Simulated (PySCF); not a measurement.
Species: C₂H₆Ge₂.
Bonds: Ge1–C2, C2–C3 (triple), C3–Ge4. Hydrogens: H5, H6, H7 on Ge1; H8, H9, H10 on Ge4.

Computed by this run: PySCF 2.14.0, PBE0-D3(BJ)/def2-SVP geometry optimisation, gas phase; density fitting, grid level 1; the optimiser is geomeTRIC in internal coordinates, started from a GFN2-xTB structure with every atom displaced at random (about 0.01 Å).

Step 0: E = -115173.3396 eV
```
atom  x, y, z in Å  |  force x, y, z in eV/Å
Ge1     2.5040   -0.2140    0.2210   -1.174   0.822  -0.244
C2      0.5994   -0.0263    0.0382   -0.084  -0.051  -0.037
C3     -0.6185    0.0677   -0.0784    1.765  -0.095   0.146
Ge4    -2.4492    0.1926   -0.2255   -0.699   0.039   0.008
H5      2.8087   -1.6261    0.4653    0.306  -1.341   0.265
H6      2.9357    0.6602    1.3554    0.243   0.384   0.608
H7      3.1448    0.2612   -1.0452    0.314   0.207  -0.645
H8     -3.0730   -0.1279    1.0961   -0.303  -0.188   0.727
H9     -2.8556    1.5809   -0.6091   -0.143   0.714  -0.256
H10    -2.9459   -0.7893   -1.2389   -0.224  -0.490  -0.570
```

Problem. Estimate the geometry and energy of step 1. (The exact step hangs on the optimiser's Hessian estimate; all steps are aligned on step 0, rigid shifts and turns removed.)

Solution. E = -115173.4959 eV, largest force 0.403 eV/Å
```
atom  x, y, z in Å  |  force x, y, z in eV/Å
Ge1     2.5138   -0.1881    0.2086    0.075  -0.232   0.043
C2      0.6223   -0.0400    0.0281    0.199   0.015   0.056
C3     -0.5943    0.0455   -0.0480   -0.392   0.035  -0.089
Ge4    -2.4959    0.1896   -0.2149   -0.002  -0.006   0.024
H5      2.8447   -1.6865    0.4794   -0.030   0.369  -0.062
H6      2.9677    0.6881    1.3987   -0.042  -0.106  -0.143
H7      3.1943    0.2850   -1.0966   -0.091  -0.057   0.156
H8     -3.1545   -0.1346    1.1482    0.117   0.038  -0.176
H9     -2.8581    1.6330   -0.6387    0.071  -0.182   0.050
H10    -2.9895   -0.8130   -1.2858    0.094   0.127   0.139
```

The energy changes by -0.1563 eV. The first-order estimate −F·Δx gives -0.4449 eV and the mean of the old and new forces, exact on a quadratic surface, -0.1690 eV. The step makes an angle of 46° with the force vector and moves no atom by more than 0.097 Å.

What follows is the cost of the whole optimisation. The run took 52 s wall on one thread of an Arm Neoverse V1, no GPU, shared host with 32 logical CPUs at a one-minute load of 47, and the process peaked at 0.48 GiB of memory.
